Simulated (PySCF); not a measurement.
Spectrum to structure. Method: TDDFT CAM-B3LYP/def2-SVPD, vertical, gas phase, core orbitals frozen in the response in PySCF 2.14.0, density-fitted response routines. Geometries: GFN2-xTB, one conformer each.

```json
{"state": "S1", "E (eV)": "4.04", "f": "0.0013"}
{"state": "S2", "E (eV)": "4.83", "f": "0.134"}
{"state": "S3", "E (eV)": "5.78", "f": "0.0001"}
{"state": "S4", "E (eV)": "7.02", "f": "0.0042"}
{"state": "S5", "E (eV)": "7.04", "f": "0.0080"}
{"state": "S6", "E (eV)": "7.37", "f": "0.015"}
{"state": "S7", "E (eV)": "7.51", "f": "0.0014"}
{"state": "S8", "E (eV)": "7.54", "f": "0.062"}
```

Triplets computed (Tamm–Dancoff): 3.11, 3.62, 5.56 eV.

Orbital energies (eV): HOMO-3 -11.69, HOMO-2 -10.51, HOMO-1 -9.57, HOMO -9.14, LUMO -1.30, LUMO+1 0.90, LUMO+2 1.14.

Question: Which structure fits? All have the formula C4H6F2O2Si.
A. `COC1=C[C@@H](F)[Si@@H](F)O1`
B. `C(=O)/C(C(F)F)=C\O[SiH3]`
C. `O=CO[C@@]1(F)[SiH2]C[C@@H]1F`
D. `O[SiH2]OC1=C(CF)[C@H]1F`
E. `O1[C@@H](C=O)[Si@H](F)[C@@H](C1)F`

Answer: B. Its S1, at 4.04 eV, is the lowest among the candidates; the nearest of the others has S1 at 4.32 eV. S1 is HOMO-1→LUMO (89%). Löwdin shares by element: HOMO carbon 46% or more, oxygen 30% (atoms not listed hold the other 23%); LUMO carbon 59% or more, oxygen 17% or more (atoms not listed hold the other 24%). At the same level the other candidates give, for their lowest levels:
- `O=C[C@@H]1OC[C@@H](F)[Si@H]1F`: 4.32 eV (f 0.001); 6.03 eV (f 0.018); 6.39 eV (f 0.042); 6.87 eV (f 0.019); 7.12 eV (f 0.010); T1 3.74 eV; HOMO -9.33, LUMO -0.20 eV
- `O=CO[C@@]1(F)[SiH2]C[C@@H]1F`: 5.74 eV (f 0.002); 6.74 eV (f 0.001); 7.07 eV (f 0.012); 7.35 eV (f 0.009); 7.58 eV (f 0.016); T1 5.27 eV; HOMO -9.41, LUMO 0.31 eV
- `O[SiH2]OC1=C(CF)[C@H]1F`: 6.80 eV (f 0.017); 7.08 eV (f 0.093); 7.12 eV (f 0.014); 7.33 eV (f 0.127); 7.70 eV (f 0.015); T1 4.95 eV; HOMO -8.88, LUMO 0.73 eV
- `COC1=C[C@@H](F)[Si@@H](F)O1`: 5.52 eV (f 0.110); 6.19 eV (f 0.026); 6.79 eV (f 0.006); 6.97 eV (f 0.019); 7.14 eV (f 0.104); T1 4.19 eV; HOMO -8.03, LUMO 0.57 eV

Conformer computed: `[O:1]=[CH:2]/[C:3](=[CH:4]\[O:5][SiH3:6])[CH:7]([F:8])[F:9]`: O1–C2–C3–C4 0°, C3–C4–O5–Si6 -1°, C2–C3–C7–F8 -124°.
